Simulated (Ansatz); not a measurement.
`O[Si@@H]1O[C@@H]1Cl` + H–F → `O[Si@H]1O[C@H]1F` + HCl at 700 K and 1 bar (substitution at a C–Cl bond).

Computed with Ansatz on PBE0-D4/def2-TZVP structures; ΔE is electronic, products minus reactants. CBS: MP2 limit from def2 TZ/QZ plus the TZ coupled-cluster correction, frozen cores. This one scheme is used for every species. Each species was taken in one conformer, which may not be the lowest.

```
              species  CCSD(T)/CBS energy (Eh)  H − E (kJ/mol)  S (J/(mol·K))
`O[Si@@H]1O[C@@H]1Cl`               -939.09654           184.0          422.6
                  H–F               -100.39570            45.2          198.5
   `O[Si@H]1O[C@H]1F`               -579.10391           186.0          408.5
                  HCl               -460.38127            38.4          211.8
```

H − E and S are ideal-gas, rigid-rotor, harmonic terms from PBE0-D4/def2-TZVP, for one conformer and one mirror image of each species. 1 Eh = 2625.50 kJ/mol, R = 8.31446 J/(mol·K).

Q: By hand: ΔE, ΔH, ΔS and ΔG.

A: ΔE = (-579.10391) + (-460.38127) − (-939.09654) − (-100.39570) = 0.00706 Eh = 18.5 kJ/mol. Δ(H − E) = 186.0 + 38.4 − 184.0 − 45.2 = -4.8, so ΔH = 13.7 kJ/mol. ΔS = 408.5 + 211.8 − 422.6 − 198.5 = -0.8 J/(mol·K). ΔG = 13.7 − 700 × (-0.8)/1000 = 14.3 kJ/mol.

Q: By hand: the equilibrium constant, and the temperature at which ΔG would vanish if ΔH and ΔS stayed fixed.

A: log₁₀ K = −ΔG/(RT ln 10) = -1.1. ΔH and −TΔS have one sign here, so there is no such temperature.

The number of gas molecules stays the same, so ΔS is small and ΔH decides. A doubt of 5 kJ/mol in ΔE shifts log₁₀ K by 0.4 here. Other conformers and mirror images would add mixing entropy, several J/(mol·K) or more a flexible species. These are equilibria of isolated gas molecules and say nothing of rates. Largest T1 diagnostic: 0.014 (customary marks: 0.02 for closed shells, 0.045 for open ones).

ΔS is within the doubt of such terms, so its sign, and with it that verdict, could turn.
